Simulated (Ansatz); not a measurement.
Relaxation of a periodic cell of 17 atoms, NaBe₁₆ (host Be, host structure hcp, interstitial Na), to a largest force component of 0.03 eV/Å in at most 60 steps.

Method: DFT PBE-D3(BJ), scalar-relativistic, plane waves, PAW in Ansatz. Settings: cutoff 420 eV, k mesh 5x6x4, gaussian smearing 0.15 eV, no spin polarisation.

```xyz
17
Lattice="-2.2900 -3.9664 0.0000 3.4350 -1.9832 0.0000 0.0000 0.0000 7.1769" Properties=species:S:1:pos:R:3
Be 0.000 -3.966 0.000
Be 0.000 -2.644 1.794
Be 0.000 -3.966 3.588
Be 0.000 -2.644 5.383
Be -1.145 -1.983 0.000
Be 2.290 -2.644 1.794
Be -1.145 -1.983 3.588
Be 2.290 -2.644 5.383
Be 1.145 -1.983 0.000
Be 1.145 -0.661 1.794
Be 1.145 -1.983 3.588
Be 1.145 -0.661 5.383
Be 0.000 0.000 0.000
Be 1.145 -4.627 1.794
Be 0.000 0.000 3.588
Be 1.145 -4.627 5.383
Na 2.272 -1.294 2.702
```

Q: Where does it end, and by what steps?

A: The forces met the threshold. The force dipped under the threshold on the way, but the program's further checks kept it going. Limits of this set-up: coarse k mesh. After 11 steps the energy has fallen by 11.370 eV; Be3 moved furthest, 0.94 Å. The start is strongly strained (largest force component 8 eV/Å).

```csv
step,energy less start (eV),largest force component (eV/Å),accepted
0,0.0000,8.067,yes
1,-4.1564,5.793,yes
2,-8.9624,1.675,yes
3,-10.2631,0.509,yes
4,-10.5300,0.189,yes
5,-10.6693,0.778,yes
6,-11.0447,0.968,yes
7,-11.2621,0.425,yes
8,-11.3474,0.225,yes
9,-11.3700,0.030,yes
10,-11.3700,0.030,yes
11,-11.3704,0.013,yes
```

```xyz
17
Lattice="-2.2900 -3.9664 0.0000 3.4350 -1.9832 0.0000 0.0000 0.0000 7.1769" Properties=species:S:1:pos:R:3
Be -0.090 -3.938 0.244
Be 0.301 -2.622 2.126
Be -0.584 -3.357 3.992
Be 0.175 -2.798 5.694
Be -1.370 -1.907 -0.311
Be 2.188 -2.816 1.455
Be -1.278 -1.709 3.258
Be 2.369 -2.751 5.296
Be 1.010 -1.966 0.089
Be 0.717 -0.767 1.667
Be 1.045 -2.155 3.928
Be 1.222 -0.733 5.506
Be -0.104 0.032 -0.122
Be 1.962 -4.827 1.391
Be 0.119 -0.422 3.719
Be 1.212 -4.689 5.139
Na 2.539 -0.889 2.691
```

Run time: 2.1 min on 2 threads of Arm Neoverse V1 (shared host), peak memory 0.52 GiB.
